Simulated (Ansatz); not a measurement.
Consider the ligand exchange at a B–O bond: `BO[SiH3]` + `OC[SiH2]Br` → `BOC[SiH2]Br` + `O[SiH3]`.

Calculated with Ansatz (gas phase, PBE0-D4/def2-TZVP geometries, no zero-point term in ΔE). CCSD(T)/CBS adds triple-zeta CCSD(T) − MP2 to the extrapolated MP2 energy (def2 sets, frozen cores). Functionals use def2-TZVPP. B3LYP here is the variant with VWN-RPA as its local correlation; programs differ in this. For Br outer-core shells are correlated without core-valence functions, which leaves a few kJ/mol of doubt a bond. Scalar relativity is left out up to krypton. One conformer a species, not always the lowest.

`BO[SiH3]`:

Cartesian coordinates in Å:
```
B -1.101 -0.665 -0.888
O -0.582 -0.337 0.310
Si 0.793 0.482 0.744
H -0.530 -0.347 -1.900
H -2.133 -1.275 -0.907
H 1.544 0.899 -0.468
H 1.620 -0.424 1.577
H 0.388 1.668 1.533
```

`OC[SiH2]Br`:

Z-matrix (Å, degrees):
```
C
Si 1 1.884
O 1 1.415 2 112.3
H 1 1.100 2 110.0 3 -125.5
H 1 1.095 2 108.7 3 118.1
Br 2 2.234 1 105.9 3 53.9
H 2 1.484 1 112.3 3 171.7
H 2 1.481 1 112.3 3 -62.5
H 3 0.963 1 108.2 2 -54.6
```

`BOC[SiH2]Br`:

Cartesian coordinates in Å:
```
B 1.486 -1.319 -0.443
O 0.549 -0.994 0.463
C -0.709 -0.463 0.082
Si -0.805 1.374 0.500
Br 0.771 2.431 -0.651
H 1.247 -1.228 -1.617
H 2.530 -1.711 -0.014
H -1.490 -0.996 0.635
H -0.893 -0.613 -0.988
H -0.558 1.612 1.940
H -2.127 1.907 0.092
```

`O[SiH3]`:

```xyz
6

O    -0.343    0.455   -1.148
Si    0.135   -0.275    0.249
H    -0.645    1.362   -1.097
H     1.281    0.437    0.878
H     0.542   -1.648   -0.129
H    -0.970   -0.332    1.246
```

| level | ΔE (eV) |
| --- | --- |
| PBE-D4 | -0.10 |
| B3LYP-D4 | -0.09 |
| ωB97M-V | -0.08 |
| CCSD/CBS(def2) | -0.08 |

Problem. What does CCSD(T)/CBS give? (Estimate.)

Solution. The calculation gave: -0.09 eV. The listed levels differ from it by -0.01, 0.00, 0.01, 0.01 eV.

Largest T1 diagnostic among the species: 0.013.

In def2-TZVPP, CCSD(T) changes the Hartree–Fock value by −0.07 eV (the triples alone add −0.01 eV) and MP2 by −0.08 eV.
